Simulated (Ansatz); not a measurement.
Computed with Ansatz on PBE0-D4/def2-TZVP structures; ΔE is electronic, products minus reactants. CCSD(T)/CBS is the MP2 limit (def2-TZVPP, def2-QZVPP) plus CCSD(T) − MP2 in def2-TZVPP, frozen cores. Functionals use def2-TZVPP. For Se, Ti outer-core shells are correlated without core-valence functions, which leaves a few kJ/mol of doubt a bond. Scalar relativity is left out up to krypton. Each species was taken in one conformer, which may not be the lowest.

Consider the substitution at a C–Si bond: `C[SiH](F)CN` + `[OH][Ti]([F])([Cl])[SeH]` → `C[O][Ti]([F])([Cl])[SeH]` + `NC[SiH2]F`.

(1) Is it downhill or uphill in electronic energy at CCSD(T)/CBS, and by how much? (Best estimate.)

(2) What do these levels give: r2SCAN-D4, PBE0-D4, ωB97X-V, ωB97M-V, CCSD/def2-TZVPP, HF/def2-QZVPP? (Estimate.)

Largest T1 diagnostic among the species: 0.023, so the coupled-cluster value is less sure than usual.

Answers

(1) The calculation gave: Uphill: ΔE = +84.4 kJ/mol.

(2) The calculation gave: r2SCAN-D4 87.3, PBE0-D4 86.0, ωB97X-V 83.0, ωB97M-V 89.6, CCSD/def2-TZVPP 81.7, HF/def2-QZVPP 71.3 kJ/mol.

In def2-TZVPP, CCSD(T) changes the Hartree–Fock value by +8.6 kJ/mol (the triples alone add −1.6 kJ/mol) and MP2 by +11.2 kJ/mol. From PBE to PBE0 (25 % exact exchange), in def2-TZVPP and without D4, ΔE moves by +3.1 kJ/mol.
